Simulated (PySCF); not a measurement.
Two-component Hartree-Fock for Pr⁵⁴⁺ (praseodymium, charge +54)

Start: [He] 2s2 2p1; 2p1/2 filled at m_j = +1/2. Calculated with PySCF 2.14 in an even-tempered Gaussian basis (17 s from 34 bohr⁻², ratio 2.4; 12 p from 45 bohr⁻², ratio 2.4; 5 d from 140 bohr⁻², ratio 2.6; 4 f from 220 bohr⁻², ratio 2.6): generalised Hartree-Fock with the X2C-1e Hamiltonian and a Gaussian nucleus; one run each with spin-orbit coupling (SO) switched off, then screened by Boettger's factors.

```tsv
spinor shell	electrons	ε, spin-free (eV)	ε, screened SO (eV)	weight of nominal j (screened SO)	rms radius, screened SO (bohr)
1s1/2	2	-47606.7	-47590.7	1.000	0.0273
2s1/2	2	-11411.8	-11406.9	1.000	0.106
2p1/2	1	-10898.9	-11273.9	1.000	0.0899
```

```csv
quantity,spin-free,screened SO
E (hartree),-4884.18946,-4897.96864
M_J,1/2,1/2
⟨J²⟩,1.108,0.750
⟨L²⟩,2.000,2.000
⟨S²⟩,0.750,0.750
```

Each row is a mean over spinors that exchange with the open shell spreads, by up to 16.111 eV (2s1/2).

Breit and QED terms are absent; they matter most for the inner s and p1/2 levels.

Densities and radii are taken from the X2C orbitals without a picture-change correction, which distorts them close to the nucleus.

Without spin-orbit coupling the j labels of p, d and f shells carry no meaning; the spin-free column gives the mean over the occupied spinors of each nl shell, and its ⟨J²⟩ belongs to a mixture of degenerate components.
